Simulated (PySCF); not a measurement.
H4MgSi, SMILES [MgH][SiH3]. Coordinates come from a TPSSh-D3(BJ)/def2-TZVP optimisation.

These are TPSSh-D3(BJ)/def2-TZVP in PySCF values and carry that method's errors.

Harmonic wavenumbers (cm⁻¹): 271, 271, 340, 403, 403, 871, 958, 958, 1618, 2184, 2188, 2188. Rotational constants (GHz): 88.98, 4.611, 4.611; symmetry number 3.

Task: Work out the zero-point energy and the ideal-gas rigid-rotor harmonic-oscillator thermochemistry at 298.15 K and 1 atm.

Result: ZPE = ½ Σ hcν = ½ × 12652 cm⁻¹ = 18.09 kcal/mol. H − E(el) = 21.74 kcal/mol. Entropy in cal/(mol K): translation 38.01, rotation 20.47, vibration 6.68, total 65.17. G − E(el) = 2.31 kcal/mol. Cp = 17.38 cal/(mol K).
